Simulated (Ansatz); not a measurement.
Consider the formal exchange of groups at a B–N bond: `OB([SiH3])N[SiH3]` + `COCF` → `OB([SiH3])OCF` + `CN[SiH3]`.

Isolated molecules relaxed with PBE0-D4/def2-TZVP in Ansatz; ΔE leaves out vibrations. CCSD(T)/CBS adds triple-zeta CCSD(T) − MP2 to the extrapolated MP2 energy (def2 sets, frozen cores). DFT in def2-TZVPP. B3LYP here is the variant with VWN-RPA as its local correlation; programs differ in this. One conformer a species, not always the lowest.

`OB([SiH3])N[SiH3]`:

```xyz
13

O     0.964   -0.368    1.285
B    -0.074    0.072    0.500
Si   -1.754    0.935    1.256
N     0.098   -0.113   -0.889
Si    1.498   -0.841   -1.639
H     0.842   -0.239    2.226
H    -2.708    1.312    0.175
H    -1.429    2.169    2.030
H    -2.462    0.015    2.193
H    -0.641    0.196   -1.498
H     2.732   -0.070   -1.348
H     1.244   -0.827   -3.103
H     1.689   -2.242   -1.188
```

`COCF`:

Cartesian coordinates in Å:
```
C -0.874 -0.716 0.318
O -0.272 -0.044 -0.771
C 0.783 0.743 -0.421
F 1.872 -0.017 -0.032
H -1.175 -0.003 1.096
H -1.759 -1.219 -0.069
H -0.196 -1.456 0.751
H 0.546 1.397 0.430
H 1.076 1.315 -1.303
```

`OB([SiH3])OCF`:

Cartesian coordinates in Å:
```
O -0.070 -0.442 1.564
B -0.071 0.208 0.376
Si -0.096 2.237 0.321
O -0.049 -0.445 -0.841
C 0.202 -1.792 -0.963
F -0.704 -2.536 -0.225
H -0.190 -1.396 1.500
H 1.125 2.747 -0.365
H -1.276 2.717 -0.452
H -0.152 2.828 1.684
H 0.082 -2.074 -2.010
H 1.199 -2.051 -0.589
```

`CN[SiH3]`:

Cartesian coordinates in Å:
```
C 1.032 0.802 -0.494
N 0.503 -0.410 0.092
Si -1.170 -0.658 0.378
H 1.987 0.611 -0.991
H 0.342 1.168 -1.259
H 1.182 1.615 0.229
H 1.155 -0.884 0.696
H -1.904 -0.463 -0.901
H -1.793 0.267 1.375
H -1.334 -2.049 0.876
```

```json
{"level": "PBE-D4", "ΔE (kJ/mol)": "-0.3", "difference from CCSD(T)/CBS": "3.5"}
{"level": "r2SCAN-D4", "ΔE (kJ/mol)": "-1.1", "difference from CCSD(T)/CBS": "2.7"}
{"level": "PBE0-D4", "ΔE (kJ/mol)": "-1.8", "difference from CCSD(T)/CBS": "2.0"}
{"level": "B3LYP-D4", "ΔE (kJ/mol)": "-3.0", "difference from CCSD(T)/CBS": "0.8"}
{"level": "ωB97X-V", "ΔE (kJ/mol)": "-3.9", "difference from CCSD(T)/CBS": "-0.1"}
{"level": "ωB97M-V", "ΔE (kJ/mol)": "-4.0", "difference from CCSD(T)/CBS": "-0.2"}
{"level": "B2PLYP", "ΔE (kJ/mol)": "-4.4", "difference from CCSD(T)/CBS": "-0.6"}
{"level": "PBE", "ΔE (kJ/mol)": "-1.3", "difference from CCSD(T)/CBS": "2.5"}
{"level": "r2SCAN", "ΔE (kJ/mol)": "-1.4", "difference from CCSD(T)/CBS": "2.4"}
{"level": "PBE0", "ΔE (kJ/mol)": "-2.7", "difference from CCSD(T)/CBS": "1.1"}
{"level": "B3LYP", "ΔE (kJ/mol)": "-4.6", "difference from CCSD(T)/CBS": "-0.8"}
{"level": "HF/def2-TZVPP", "ΔE (kJ/mol)": "-7.4", "difference from CCSD(T)/CBS": "-3.6"}
{"level": "MP2/def2-TZVPP", "ΔE (kJ/mol)": "-3.6", "difference from CCSD(T)/CBS": "0.2"}
{"level": "SCS-MP2/def2-TZVPP", "ΔE (kJ/mol)": "-3.7", "difference from CCSD(T)/CBS": "0.1"}
{"level": "CCSD/def2-TZVPP", "ΔE (kJ/mol)": "-4.4", "difference from CCSD(T)/CBS": "-0.6"}
{"level": "CCSD(T)/def2-TZVPP", "ΔE (kJ/mol)": "-3.5", "difference from CCSD(T)/CBS": "0.3"}
{"level": "HF/def2-QZVPP", "ΔE (kJ/mol)": "-7.7", "difference from CCSD(T)/CBS": "-3.9"}
{"level": "MP2/def2-QZVPP", "ΔE (kJ/mol)": "-3.9", "difference from CCSD(T)/CBS": "-0.1"}
{"level": "SCS-MP2/def2-QZVPP", "ΔE (kJ/mol)": "-4.1", "difference from CCSD(T)/CBS": "-0.3"}
{"level": "HF/CBS(def2)", "ΔE (kJ/mol)": "-7.7", "difference from CCSD(T)/CBS": "-3.9"}
{"level": "MP2/CBS(def2)", "ΔE (kJ/mol)": "-3.9", "difference from CCSD(T)/CBS": "-0.1"}
{"level": "CCSD/CBS(def2)", "ΔE (kJ/mol)": "-4.8", "difference from CCSD(T)/CBS": "-1.0"}
{"level": "CCSD(T)/CBS", "ΔE (kJ/mol)": "-3.8", "difference from CCSD(T)/CBS": "0"}
```

Largest T1 diagnostic among the species: 0.013.

In def2-TZVPP, CCSD(T) changes the Hartree–Fock value by +3.9 kJ/mol (the triples alone add +1.0 kJ/mol) and MP2 by +3.8 kJ/mol.
